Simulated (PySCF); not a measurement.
# A small calculation by hand: oscillator strength and radiative lifetime

B(H)(Me)(OSiH3) (CH₇BOSi), SMILES [SiH3]OBC.

Geometry optimised at B3LYP-D3(BJ)/def2-SVP. This is a generated structure with no PubChem entry under its InChIKey; it may be hypothetical. Other conformers were not sampled.

TDA-PBE/def2-SVPD (PySCF) puts the first singlet state with f over 0.02 at 7.20 eV (vertical), with the transition dipole (0.127, 0.645, 0.000) in atomic units.

Find the oscillator strength, the wavelength and the radiative lifetime that this transition would have in vacuum if emission retraced absorption.


|μ|² = 0.4322 au, so |μ| = 1.67 D. ΔE = 7.20/27.211 = 0.2646 hartree. f = (2/3) ΔE |μ|² = 0.076 (the program prints 0.076).
λ = 1239.84/7.20 = 172 nm; ν = 58072 cm⁻¹.
Einstein's coefficient A = 0.6670 ν² f s⁻¹ (ν in cm⁻¹) = 1.7e8 s⁻¹, so τ = 1/A = 5.8 ns. This state is S5; the lower singlets have f = 0.001, 0.010, 0.009, 0.000. The figure is the radiative limit of this one transition; relaxation, internal conversion, crossing to triplets and a medium change what is measured.
